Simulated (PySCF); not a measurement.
PySCF input for C₃H₇NOSi, SMILES C1=CCN[SiH2]O1, ωB97X-D3(BJ)/def2-SVP. The structure is a stationary point at ωB97X-D3(BJ)/def2-SVP. This is a generated structure with no PubChem entry under its InChIKey; it may be hypothetical. Other conformers were not sampled.

```python
import numpy as np
from pyscf import gto, scf, dft, df
from pyscf.hessian import thermo

mol = gto.M(
    atom='''
    C     1.31292480   -0.96353357   -0.30561710
    C     1.55556707    0.24425234    0.22101549
    O     0.62420510    1.15988963    0.60560281
    Si   -0.96777476    0.94808056    0.08889983
    N    -1.13363881   -0.75448570   -0.06948880
    C    -0.03880667   -1.59547769   -0.53594555
    H     2.18358167   -1.56658318   -0.57869127
    H     2.58021075    0.59742972    0.38142362
    H    -1.10921997    1.73890130   -1.16916750
    H    -1.91308179    1.47580651    1.10625923
    H    -2.03236848   -1.21674872   -0.01432329
    H    -0.13604845   -1.85185027   -1.61169026
    H    -0.06050742   -2.55924678    0.00647402
    ''',
    basis='def2-SVP',
    charge=0,
    spin=0,
    max_memory=1600,
    verbose=3,
)
mf = dft.RKS(mol, xc='wb97x-d3bj').density_fit(auxbasis='def2-universal-jkfit')
mf.grids.level = 3
mf.conv_tol = 1e-11
mf.max_cycle = 100
mf.kernel()

# [left out here: the lines that compute and print the analytic Hessian (its translational invariance restored by hand, since the grid's response is missing), thermochemistry and intensities]
```

Output:

```
[...]
       8   H                 0.41 -0.37 -0.29   -0.14  0.13  0.10   -0.13 -0.10 -0.05
       9   H                 0.16 -0.50  0.42   -0.06  0.15 -0.14   -0.09 -0.10 -0.03
      10   H                 0.01 -0.04 -0.05    0.01 -0.07 -0.03   -0.12  0.16  0.05
      11   H                -0.03 -0.17 -0.00   -0.14 -0.45  0.00    0.04 -0.03 -0.01
      12   H                 0.03  0.10  0.11    0.15  0.32  0.33    0.08  0.01  0.02
Mode                                18                  19                  20
Irrep
Freq [cm^-1]                     1177.0794           1254.0573           1309.2010
Reduced mass [au]                   1.3564              1.0816              1.6745
Force const [Dyne/A]                1.1072              1.0022              1.6910
Char temp [K]                    1693.5551           1804.3092           1883.6487
Normal mode                   x     y     z       x     y     z       x     y     z
       0   C                 0.02  0.02  0.00    0.01 -0.02  0.04   -0.03 -0.00 -0.00
       1   C                -0.03  0.01  0.00   -0.01 -0.00 -0.00    0.10 -0.06 -0.02
       2   O                 0.04 -0.02 -0.01    0.01 -0.00 -0.00   -0.11  0.05  0.01
       3  Si                 0.00  0.01  0.00   -0.00  0.00 -0.00    0.01 -0.01  0.00
       4   N                 0.05 -0.06 -0.03    0.01 -0.00 -0.05   -0.01  0.03  0.01
       5   C                -0.09  0.04  0.03   -0.02  0.00  0.03    0.01 -0.00  0.00
       6   H                 0.24  0.28  0.12    0.02  0.04 -0.03    0.24  0.32  0.12
       7   H                -0.03  0.01  0.01   -0.01  0.02 -0.03    0.29 -0.50 -0.20
       8   H                -0.05  0.00  0.00    0.01 -0.00 -0.01    0.06  0.04  0.02
       9   H                -0.04 -0.00 -0.04    0.01  0.00  0.01    0.04  0.01  0.02
      10   H                 0.26 -0.48 -0.15   -0.01  0.05  0.02    0.04 -0.08 -0.02
      11   H                -0.29  0.04  0.05   -0.66  0.19  0.06   -0.01  0.02  0.00
      12   H                -0.39  0.04  0.03    0.64 -0.11 -0.13    0.03 -0.00  0.00
Mode                                21                  22                  23
Irrep
Freq [cm^-1]                     1345.9346           1408.7203           1461.6886
Reduced mass [au]                   2.0125              1.3573              1.7071
Force const [Dyne/A]                2.1480              1.5870              2.1489
Char temp [K]                    1936.5002           2026.8349           2103.0445
Normal mode                   x     y     z       x     y     z       x     y     z
       0   C                 0.04  0.00 -0.00    0.07  0.05  0.02    0.08  0.03  0.01
       1   C                -0.01 -0.03 -0.01   -0.06  0.06  0.03   -0.05  0.05  0.02
       2   O                 0.01  0.00  0.00   -0.01 -0.02 -0.01    0.01 -0.02 -0.01
       3  Si                -0.01  0.01  0.00    0.01  0.01  0.00    0.00 -0.01 -0.00
       4   N                 0.06 -0.11 -0.03    0.01 -0.06 -0.02    0.00  0.07  0.01
       5   C                -0.13  0.07  0.03    0.04  0.02  0.00   -0.12 -0.05 -0.01
       6   H                 0.18  0.17  0.07   -0.20 -0.28 -0.12   -0.08 -0.18 -0.08
       7   H                -0.01 -0.04 -0.01    0.18 -0.52 -0.22    0.09 -0.29 -0.12
       8   H                 0.05  0.03  0.01   -0.03 -0.03 -0.02   -0.02 -0.00  0.01
       9   H                 0.03  0.07  0.01   -0.02 -0.01 -0.01   -0.01 -0.01 -0.02
      10   H                -0.21  0.43  0.13   -0.13  0.20  0.06    0.19 -0.31 -0.10
      11   H                 0.32  0.02 -0.01   -0.27 -0.06  0.04    0.33  0.09 -0.09
      12   H                 0.16  0.07  0.04   -0.30  0.01 -0.03    0.35 -0.02  0.07
Mode                                24                  25                  26
Irrep
Freq [cm^-1]                     1502.8280           1774.0077           2241.5184
Reduced mass [au]                   1.0865              7.0039              1.0443
Force const [Dyne/A]                1.4458             12.9868              3.0915
Char temp [K]                    2162.2349           2552.4022           3225.0459
Normal mode                   x     y     z       x     y     z       x     y     z
       0   C                -0.01  0.00 -0.00   -0.07 -0.17 -0.07   -0.00 -0.00 -0.00
       1   C                 0.01 -0.01 -0.00    0.01  0.18  0.08   -0.00  0.00  0.00
       2   O                -0.00  0.00  0.00    0.01 -0.02 -0.01    0.00 -0.00  0.00
       3  Si                 0.00  0.01  0.00    0.00  0.00  0.00   -0.00 -0.02  0.03
       4   N                -0.00 -0.03 -0.01   -0.00 -0.01 -0.00   -0.00 -0.00 -0.00
       5   C                 0.02 -0.06 -0.03    0.02  0.03  0.01   -0.00  0.00  0.00
       6   H                -0.02 -0.01 -0.00    0.15  0.05  0.02    0.00 -0.00 -0.00
       7   H                -0.00  0.02  0.01    0.15 -0.07 -0.03   -0.00 -0.00 -0.00
       8   H                -0.00 -0.00 -0.01   -0.02 -0.02  0.01   -0.09  0.51 -0.81
       9   H                -0.01 -0.01  0.01   -0.01 -0.01 -0.01    0.10 -0.07 -0.10
      10   H                -0.04  0.05  0.02   -0.02  0.03  0.01    0.00 -0.00  0.01
      11   H                -0.08  0.65 -0.16    0.06  0.03  0.00    0.00 -0.00  0.00
      12   H                -0.07  0.32  0.59    0.06  0.03  0.02    0.00 -0.00 -0.00
Mode                                27                  28                  29
Irrep
Freq [cm^-1]                     2289.6134           3001.2534           3060.7338
Reduced mass [au]                   1.0377              1.0700              1.0965
Force const [Dyne/A]                3.2050              5.6783              6.0519
Char temp [K]                    3294.2439           4318.1354           4403.7145
Normal mode                   x     y     z       x     y     z       x     y     z
       0   C                -0.00  0.00  0.00   -0.00  0.00  0.00    0.00 -0.00 -0.00
       1   C                 0.00 -0.00 -0.00   -0.00  0.00  0.00    0.00 -0.00 -0.00
       2   O                -0.00  0.00  0.00   -0.00 -0.00 -0.00    0.00  0.00  0.00
       3  Si                -0.02  0.01  0.02    0.00  0.00 -0.00   -0.00 -0.00 -0.00
       4   N                -0.00  0.00 -0.00    0.00 -0.00  0.00   -0.00 -0.00  0.00
       5   C                 0.00 -0.00  0.00   -0.01 -0.04 -0.06    0.00  0.06 -0.06
       6   H                -0.00  0.00  0.00    0.01 -0.01 -0.01   -0.01  0.01  0.01
       7   H                 0.00  0.00  0.00    0.01  0.00  0.00   -0.00 -0.00 -0.00
       8   H                 0.01 -0.08  0.15   -0.00 -0.00  0.00   -0.00  0.00  0.00
       9   H                 0.61 -0.34 -0.67    0.00 -0.00 -0.00   -0.00  0.00  0.00
      10   H                -0.00  0.01  0.00    0.00 -0.00 -0.00    0.00  0.00  0.00
      11   H                -0.00  0.00 -0.00    0.09  0.19  0.90    0.03  0.07  0.24
      12   H                -0.00 -0.00  0.00    0.00  0.23 -0.15   -0.03 -0.79  0.46
Mode                                30                  31                  32
Irrep
Freq [cm^-1]                     3204.8560           3229.1292           3679.6734
Reduced mass [au]                   1.0888              1.0983              1.0766
Force const [Dyne/A]                6.5887              6.7474              8.5884
Char temp [K]                    4611.0743           4645.9979           5294.2308
Normal mode                   x     y     z       x     y     z       x     y     z
       0   C                -0.03  0.02  0.01   -0.06  0.05  0.02    0.00  0.00  0.00
       1   C                 0.07  0.03  0.01   -0.04 -0.02 -0.01   -0.00  0.00  0.00
       2   O                 0.00 -0.00 -0.00    0.00 -0.00 -0.00    0.00  0.00  0.00
       3  Si                -0.00 -0.00 -0.00    0.00 -0.00  0.00   -0.00  0.00  0.00
       4   N                 0.00  0.00 -0.00    0.00 -0.00 -0.00   -0.06 -0.03  0.00
       5   C                 0.00  0.00  0.00    0.00  0.00  0.00    0.00 -0.00 -0.00
       6   H                 0.36 -0.25 -0.11    0.67 -0.46 -0.21    0.00 -0.00 -0.00
       7   H                -0.79 -0.27 -0.13    0.41  0.15  0.07    0.00 -0.00  0.00
       8   H                 0.00 -0.00  0.00   -0.00  0.00 -0.00   -0.00  0.00 -0.00
       9   H                 0.00  0.00 -0.00   -0.00  0.00  0.00    0.00 -0.00 -0.00
      10   H                -0.00  0.00  0.00   -0.00 -0.00 -0.00    0.85  0.45 -0.06
      11   H                -0.00 -0.00 -0.00   -0.00 -0.00 -0.01    0.00 -0.00 -0.00
      12   H                -0.00 -0.00  0.00   -0.00 -0.02  0.01    0.00  0.00 -0.00
temperature 298.1500 [K]
pressure 101325.00 [Pa]
Rotational constants [GHz] 4.34547 3.48168 2.03910
Symmetry number 1
Zero-point energy (ZPE) 0.10098 [Eh]   265123.629 [J/mol]
                           tot       elec      trans        rot        vib
Entropy [J/mol/K]       331.790      0.000    166.326    111.906     53.557
Cv [J/mol/K]             97.473      0.000     12.472     12.472     72.530
Cp [J/mol/K]            105.788      0.000     20.786     12.472     72.530
Internal energy [J/mol]                      3718.434   3718.434 274444.532
Internal energy [Eh]   -537.76196  -537.86933
Enthalpy [J/mol]                             6197.391   3718.434 274444.532
Enthalpy [Eh]          -537.76102
Gibbs free energy [J/mol]                  -43392.820 -29646.455 258476.588
Gibbs free energy [Eh] -537.79870
static polarisability / bohr^3: [[59.796 -4.245 -1.558]
 [-4.248 68.224  7.622]
 [-1.559  7.627 46.763]]
largest difference of analytic and finite-field dipole derivatives / e: 0.0004421674849310886
mode   freq/cm-1   IR/(km/mol)   Raman/(A^4/amu)   depolarisation
   1       91.80         0.670             0.787            0.750
   2      136.55         2.473             0.727            0.718
   3      274.95       100.021             2.038            0.643
   4      399.59         8.492             2.051            0.636
   5      440.35         2.970             5.867            0.731
   6      469.31        11.812             2.626            0.670
   7      678.09         5.224            12.751            0.746
   8      693.29        96.358             3.603            0.738
   9      753.24        42.413             6.063            0.194
  10      781.22        12.216            11.649            0.213
  11      802.75        10.557             8.962            0.643
  12      887.83        48.695             1.324            0.649
  13      914.45       121.947             7.254            0.608
  14      930.39        99.736             4.362            0.500
  15      988.80         1.360             1.929            0.750
  16     1013.03       165.593            11.658            0.739
  17     1027.73        33.908             4.205            0.660
  18     1101.54        34.329            14.245            0.544
  19     1177.08        47.109             3.253            0.658
  20     1254.06         4.393             7.991            0.686
  21     1309.20       207.453             6.145            0.609
  22     1345.93       107.391             5.030            0.741
  23     1408.72        42.631             0.190            0.460
  24     1461.69        11.674             5.179            0.593
  25     1502.83         6.076            24.693            0.563
  26     1774.01       112.902            21.832            0.150
  27     2241.52       184.602           117.989            0.311
  28     2289.61       147.483           164.289            0.182
  29     3001.25        79.478           178.796            0.173
  30     3060.73        35.699           143.812            0.474
  31     3204.86         8.592            78.778            0.577
  32     3229.13        13.748           149.814            0.174
  33     3679.67        31.806            94.137            0.286
max |gradient| / (hartree/bohr): 5.411119540835716e-05
APT charges: [-0.2178  0.5838 -1.0382  1.6329 -0.8649  0.4235  0.0326  0.0209 -0.3243
 -0.2882  0.1851 -0.0841 -0.0612]
```

Self-consistency was reached.

Cost: around 9 core-minutes (rough).
